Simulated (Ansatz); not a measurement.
Input file for ClH₄OSi₂, SMILES `[SiH3]O[SiH]Cl` radical:

```yaml
crystal:
  periodic: [false, false, false]
  atoms:
    - {symbol: Si, position_ang: [-0.834765, 0.791686, 0.657810]}
    - {symbol: O, position_ang: [0.598831, 0.278318, 0.028208]}
    - {symbol: Si, position_ang: [1.289019, -0.613242, -1.141520]}
    - {symbol: Cl, position_ang: [0.162518, -2.305069, -1.493389]}
    - {symbol: H, position_ang: [-1.500847, -0.329980, 1.363308]}
    - {symbol: H, position_ang: [-0.533625, 1.886461, 1.609508]}
    - {symbol: H, position_ang: [-1.714046, 1.291442, -0.429171]}
    - {symbol: H, position_ang: [2.624915, -1.056716, -0.650454]}
basis:
  gaussian: {orbitals: def2-TZVPP}
magnetization: {spin_polarized: true, initial_magnetization: 1}
correlation: {method: ccsd_t}
scf: {omitted_lower_state_checks: [cluster_reference]}
output: {orbitals: {seedname: orbitals}}
```

```sh
$ ansatz run in.yaml --threads 4 --pin off --events-out ev --progress --plain --max-ram 10444MiB
```

The program prints (abridged):

```
Functional definition: HF
1239 factors; integrals over basis functions are off by at most 7.3e-4 eV
mean field evaluation 1: about -30330.0942 eV, gradient 2.7e1 eV
mean field evaluation 2: about -30330.1008 eV, gradient 2.7e1 eV
mean field evaluation 4: about -30333.4306 eV, gradient 2.9e0 eV
mean field evaluation 8: about -30333.5397 eV, gradient 1.6e-1 eV
mean field -30333.54041080 eV, -1114.7370492847 hartree, gradient 4.6e-6 eV, S^2 0.754903; 0 other end points of the search recorded, 0 dependent functions left out
16 core orbitals not correlated: weight in the atoms' cores, before any rotation towards them, 1.000 or more for the frozen orbitals, at most 0.000 for the correlated occupied ones
reference -30333.54041080 eV, -1114.7370492847 hartree; 13, 12 occupied and 184, 185 virtual orbitals, 1239 factors
second order -17.50771361 eV of doubles, -0.00000000 eV of singles
cycle   1  -18.21763361 eV  change   -7.1e-1 eV  update   9.6e-2
cycle   2  -18.69628853 eV  change   -4.8e-1 eV  update   3.0e-2
cycle   3  -18.81125414 eV  change   -1.1e-1 eV  update   1.6e-2
cycle   4  -18.80235623 eV  change    8.9e-3 eV  update   5.0e-3
cycle   5  -18.80109766 eV  change    1.3e-3 eV  update   2.5e-3
cycle   6  -18.80188629 eV  change   -7.9e-4 eV  update   9.4e-4
cycle   7  -18.80176228 eV  change    1.2e-4 eV  update   3.7e-4
cycle   8  -18.80192738 eV  change   -1.7e-4 eV  update   1.3e-4
cycle   9  -18.80195656 eV  change   -2.9e-5 eV  update   4.3e-5
cycle  10  -18.80192455 eV  change    3.2e-5 eV  update   1.9e-5
cycle  11  -18.80193734 eV  change   -1.3e-5 eV  update   8.9e-6
perturbative correction -0.70215744 eV, -0.0258038101 hartree
Total energy: -30353.04450558 eV, -1115.4538115476 hartree
Checks for a lower state left out: cluster_reference
```

It took 77 s on 4 threads of an INTEL XEON PLATINUM 8581C on a shared host, with 7.2 GiB of host memory at the peak.

Correlation energy per correlated electron: -0.780 eV. T1 diagnostic: 0.0133.
